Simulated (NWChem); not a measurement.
System meant: Ga cation, singlet

Input file for NWChem:

```
start job
memory heap 200 mb stack 900 mb global 1100 mb
charge 1
geometry units angstroms noautoz
  Ga     0.000000     0.000000     0.000000
end
basis spherical
  * library def2-svp
end
dft
  xc pbe0
  iterations 4
  mulliken
end
task dft energy
```

End of the output:

```
 Vector   17  Occ=0.000000D+00  E=-3.028979D-01
              MO Center=  1.3D-13,  7.5D-14,  1.9D-13, r^2= 3.0D+00
   Bfn.  Coefficient  Atom+Function         Bfn.  Coefficient  Atom+Function
  ----- ------------  ---------------      ----- ------------  ---------------
    12      0.466563  1 Ga px                15      0.449063  1 Ga px
    14     -0.288385  1 Ga pz                17     -0.277568  1 Ga pz
     9     -0.209944  1 Ga px                13     -0.200914  1 Ga py
    16     -0.193378  1 Ga py                11      0.129768  1 Ga pz
    10      0.090407  1 Ga py                 6      0.067476  1 Ga px

 Vector   18  Occ=0.000000D+00  E=-3.028979D-01
              MO Center=  1.4D-13,  8.0D-14,  1.7D-13, r^2= 3.0D+00
   Bfn.  Coefficient  Atom+Function         Bfn.  Coefficient  Atom+Function
  ----- ------------  ---------------      ----- ------------  ---------------
    13      0.521840  1 Ga py                16      0.502267  1 Ga py
    14     -0.253514  1 Ga pz                17     -0.244005  1 Ga pz
    10     -0.234818  1 Ga py                11      0.114076  1 Ga pz
     7      0.075471  1 Ga py                12      0.068020  1 Ga px
    15      0.065468  1 Ga px                 8     -0.036664  1 Ga pz

     ---------------------------------------------
      Total Density - Mulliken Population Analysis
     ---------------------------------------------

    Atom       Charge   Shell Charges
 -----------   ------   -------------------------------------------------------
    1 Ga  31    30.00   2.00  2.00  2.00  1.81  0.19  6.00  5.97  0.03 -0.00  8.05  1.83  0.12

     -------------------------------------------
      Total Density - Lowdin Population Analysis
     -------------------------------------------

    Atom       Charge   Shell Charges
 -----------   ------   -------------------------------------------------------
    1 Ga  31    30.00   2.00  2.00  1.99  1.41  0.60  5.99  5.80  0.21  0.00  7.79  2.02  0.19
 ------------------------------------------------------------------------
 dft energy failed                                                                                  0
 ------------------------------------------------------------------------
 ------------------------------------------------------------------------
  current input line :
    15: task dft energy
 ------------------------------------------------------------------------
 ------------------------------------------------------------------------
 This type of error is most commonly associated with calculations not reaching convergence criteria
 ------------------------------------------------------------------------
 For more information see the NWChem manual at https://nwchemgit.github.io

0:dft energy failed:Received an Error in Communication
```

Question: Find the fault in this run and fix the input.

Answer: The run did not converge; its last values are not results. Cause: the SCF was allowed too few iterations. This input runs:
```
start job
memory heap 200 mb stack 900 mb global 1100 mb
charge 1
geometry units angstroms noautoz
  Ga     0.000000     0.000000     0.000000
end
basis spherical
  Ga library def2-svp
end
dft
  xc pbe0
  iterations 150
  mulliken
end
task dft energy
```
It converges to -1924.08405 Ha (PBE0/def2-SVP).
